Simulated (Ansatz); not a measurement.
Total energies of the cluster GaCl₃ from Ansatz at PBE-D4/def2-TZVP, gas phase (1 Eh = 27.2114 eV = 2625.5 kJ/mol). The reference geometry is relaxed at PBE0-D4/def2-SVP.

Cartesian coordinates in Å:
```
Ga 0.0003 0.0003 0.0001
Cl 0.6860 1.3344 1.4993
Cl -1.0123 -1.7811 0.5484
Cl 0.3259 0.4464 -2.0478
```

| state | geometry | energy (Eh) |
| --- | --- | --- |
| charge 0 singlet | reference | -3304.81459 |
| charge 1 doublet | reference | -3304.41420 |
| charge 0 triplet | relaxed at PBE0-D4/def2-SVP | -3304.69907 |
| charge 0 quintet | relaxed at PBE0-D4/def2-SVP | -3304.49955 |
| free Ga atom (doublet) | – | -1924.51515 |
| free Cl atom (doublet) | – | -459.95840 |

Work out the vertical ionisation energy to the doublet.

E(charge 1 doublet) − E(charge 0 singlet) = -3304.41420 − (-3304.81459) = 0.40039 Eh = 10.90 eV. For comparison, −ε of the highest occupied level is 8.01 eV at this level, 2.89 eV less.

Which of the charge 0 states is lowest, and how far above it are the others?

The singlet. triplet: -3304.69907 − (-3304.81459) = 0.11552 Eh = 303.3 kJ/mol; quintet: -3304.49955 − (-3304.81459) = 0.31504 Eh = 827.1 kJ/mol. The quintet differs in its bonds from the reference.

What is the binding energy per atom against free atoms?

Atoms: 1 × (-1924.51515) + 3 × (-459.95840) = -3304.39035 Eh. Binding: -3304.39035 − (-3304.81459) = 0.42424 Eh = 11.54 eV, or 2.89 eV for each of 4 atoms (no zero-point energy, no counterpoise term).

At PBE-D4/def2-TZVP the gap within one spin of the charge 0 quintet nearly closes, so an electron or hole may be smeared out by delocalisation error. 

The structure comes from a short search, and lower isomers may exist.
